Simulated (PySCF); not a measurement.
C3H3BrF2, SMILES F[C@@H]1[C@H](F)[C@H]1Br. Atoms are numbered in the order given.

```xyz
9

F     -2.2180    -0.2079     1.4110
C     -1.2184     0.4422     0.7573
C     -1.2184     0.4422    -0.7573
F     -2.2180    -0.2079    -1.4110
C     -0.2240    -0.3979     0.0000
Br     1.6595    -0.0116     0.0000
H     -0.8724     1.3527     1.2791
H     -0.8724     1.3527    -1.2791
H     -0.4475    -1.4775     0.0000
```

Geometry: PBE-D3(BJ)/def2-SVP. The structure was generated by enumeration; whether it is a known compound was not checked.

These are PBE-D3(BJ)/def2-SVP run with PySCF values and carry that method's errors.

Frequencies are harmonic and unscaled.

| mode | ν (cm⁻¹) | IR (km/mol) | moving atoms (share of kinetic energy) |
|---|---|---|---|
| 1 | 165 | 3.9 | F 80 %, C 14 % |
| 2 | 176 | 1.5 | F 41 %, C 40 %, Br 12 % |
| 3 | 205 | 6.4 | C 46 %, F 24 %, Br 19 %, H 11 % |
| 4 | 301 | 2.0 | F 49 %, Br 29 %, C 20 % |
| 5 | 313 | 1.5 | F 38 %, C 34 %, H 28 % |
| 6 | 635 | 24.5 | C 56 %, F 34 %, H 9 % |
| 7 | 731 | 15.6 | C 70 %, H 21 % |
| 8 | 810 | 57.2 | C 53 %, H 29 %, F 18 % |
| 9 | 885 | 0.1 | C 71 %, H 23 % |
| 10 | 978 | 0.3 | H 65 %, C 31 % |
| 11 | 987 | 2.2 | H 56 %, C 43 % |
| 12 | 1047 | 3.1 | H 68 %, C 32 % |
| 13 | 1096 | 75.8 | C 67 %, H 17 %, F 16 % |
| 14 | 1137 | 37.3 | H 77 %, C 22 % |
| 15 | 1143 | 43.5 | C 37 %, H 37 %, F 25 % |
| 16 | 1219 | 20.7 | H 72 %, C 16 %, F 12 % |
| 17 | 1314 | 33.9 | H 59 %, C 38 % |
| 18 | 1429 | 45.9 | C 75 %, H 22 % |
| 19 | 3078 | 0.4 | H 92 %, C 8 % |
| 20 | 3084 | 10.1 | H 91 %, C 9 % |
| 21 | 3115 | 5.7 | H 92 %, C 8 % |
